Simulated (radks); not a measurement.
The numbers below are computed, except where a source is named.
Task: Species: Sb I. Configuration: [Kr] 4d10 5s2 5p3. Code: a radial shooting solver on a logarithmic mesh with Libxc functionals. Model: scalar-relativistic Kohn-Sham, LDA (Slater exchange, VWN5 correlation), spin-polarised, spherical densities, point nucleus; open shells are filled with parallel spins first (spin-orbit coupling, left out, can overturn this in heavy ions); hard spherical wall at 1.5 bohr. Some entries of the table are withheld. Estimate them.

orbital  occ.  eigenvalue (hartree)  <r> (bohr)
1s up       1             -1105.165     0.02845
1s down     1             -1105.112     0.02845
2s up       1             -162.5374      0.1229
2s down     1             -162.5030      0.1229
2p up       3             -145.2488      0.1073
2p down     3             -145.2020      0.1073
3s up       1             -27.23778      0.3343
3s down     1             -27.18933      0.3342
3p up       3             -21.61898      0.3334
3p down     3             -21.56639      0.3332
3d up       5             -12.94511      0.3120
3d down     5             -12.89387      0.3118
4s up       1              -1.02221      0.7798
4s down     1              -0.95147      0.7798
4p up       3               0.74273      0.8070
4p down     3               0.81359      0.8069
4d up       5               3.52798      0.8374
4d down     5               3.60016      0.8368
4f up       0               6.65117      0.8595
4f down     0               6.72790      0.8588
5s up       1               9.50664      0.9111
5s down     1               9.62330      0.9107
5p up       3                   (1)         (2)
5p down     0                   (3)         (4)
5d up       0                   (5)      0.8563
5d down     0                   (6)      0.8564
6s up       0              25.97956      0.8692
6s down     0              26.06368      0.8693

Result: 
(1) 5p up eigenvalue (hartree): 10.98373
(2) 5p up <r> (bohr): 0.8933
(3) 5p down eigenvalue (hartree): 11.10097
(4) 5p down <r> (bohr): 0.8932
(5) 5d up eigenvalue (hartree): 13.13527
(6) 5d down eigenvalue (hartree): 13.24904
